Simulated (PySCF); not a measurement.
Species: CH$_{7}$ClNSi$_{2}$ (charge 0, doublet). It need not be the lowest isomer of its formula. 
Structure (B3LYP-D3(BJ)/def2-TZVP (Ansatz) minimum search):
```xyz
12

Si     0.7351     0.1557    -0.6065
C      2.1883    -0.9697    -0.3022
Cl     0.7140     1.6022     0.8950
N     -0.6894    -0.7819    -0.6836
Si    -2.2138    -0.9049     0.1118
H      0.8258     0.8946    -1.8832
H      2.2666    -1.7097    -1.0996
H      3.1070    -0.3819    -0.2677
H      2.0769    -1.4892     0.6503
H     -2.1684    -0.5409     1.5484
H     -2.7505    -2.2771    -0.0290
H     -3.0982     0.0486    -0.6096
```
Charge 0, spin multiplicity 2.

Dispersion corrections to the total energy (kcal/mol) from the dftd3 and dftd4 libraries through PySCF: D3(BJ) without and D4 with the three-body term, each with the damping fitted for the functional named.

| functional | D3(BJ) | D4 |
|---|---|---|
| BHLYP | -10.73 | -9.41 |
| HSE06 | [?] | -5.84 |
| B2PLYP | [?] | -5.10 |
| revPBE | [?] | -20.00 |
| CAM-B3LYP | -6.38 | -6.40 |
| B2GP-PLYP | -5.94 | -3.16 |
| LC-wPBE | -7.40 | -8.11 |

**Question.** What belongs in the gaps?

**Answer.** 
- HSE06, D3(BJ): -5.44
- B2PLYP, D3(BJ): -6.45
- revPBE, D3(BJ): -17.07
